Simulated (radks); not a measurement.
Values are calculated unless marked as measured or tabulated.
Q: Radial electron density D(r) = 4 pi r^2 rho(r) of an atom or ion with 18 electrons. Level of theory: scalar-relativistic Kohn-Sham, SCAN, spin-polarised, spherical densities, finite nucleus; meta-GGA in the generalised Kohn-Sham scheme; Fermi nuclear charge, rms radius of each element as measured or else 0.836 A^(1/3) + 0.57 fm (a radial shooting solver on a logarithmic mesh with Libxc functionals).

r (bohr),D(r) (e/bohr)
0.007343,2.078
0.008279,2.549
0.009409,3.155
0.01061,3.833
0.01196,4.633
0.01349,5.564
0.01521,6.636
0.01715,7.854
0.01949,9.309
0.02197,10.81
0.02477,12.40
0.02793,14.06
0.03149,15.72
0.03551,17.30
0.04003,18.71
0.0455,19.92
0.0513,20.66
0.05784,20.95
0.06522,20.75
0.07353,20.06
0.08291,18.97
0.09423,17.55
0.1062,16.22
0.1198,15.15
0.1351,14.60
0.1523,14.73
0.1717,15.57
0.1951,17.10
0.22,18.79
0.2481,20.29
0.2797,21.11
0.3154,20.91
0.3556,19.52
0.4041,16.88
0.4556,13.70
0.5137,10.40
0.5792,7.542
0.6531,5.542
0.7364,4.554
0.8302,4.451
0.9436,4.932
1.064,5.487
1.2,5.784
1.353,5.645
1.525,5.073
1.719,4.199
1.954,3.141
2.203,2.203
2.484,1.425
2.801,0.8471
3.158,0.4621
3.561,0.2289
4.047,0.09657
4.563,0.03831
5.145,0.01344
5.801,0.004111

What is the nuclear charge?

A: Z = 18. The innermost maximum, from 1s, lies near gamma/Z bohr with gamma = sqrt(1 - (Z/c)^2) = 0.991, here 0.0551 bohr (found: 0.0583), and its height grows with Z. The density is that of neutral argon in [Ar]; the configuration itself is not fixed sharply by these data, and Z only to about a unit. D(r) has 3 maxima, at r = 0.0583, 0.291, 1.23 bohr, and minima at 0.141, 0.791 bohr, inside which lie 2.17, 10.32 electrons.
